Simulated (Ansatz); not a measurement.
Species: C3H2NS (charge 0, doublet). It need not be the lowest isomer of its formula. SMILES: [c]1nccs1
Geometry: optimised at B3LYP-D3(BJ)/def2-TZVP (Ansatz, a program for electronic structure).

Parts of the frozen-core correlation energy in 6-31G (Ansatz, hartree). Frozen orbitals: 9; correlated occupied orbitals by spin: 13 and 12; virtual: 31 and 32. Open shells are spin-unrestricted. No spin-orbit coupling. Non-relativistic.

```
term                            value
-------------------------  ----------
reference (HF)             -566.51049
MP2 opposite-spin            -0.28193
MP2 same-spin                -0.10197
CCSD correlation             -0.43394
(T)                          -0.01784
T1 diagnostic                   0.049
largest doubles amplitude       0.091
<S^2> of the reference          1.127
```
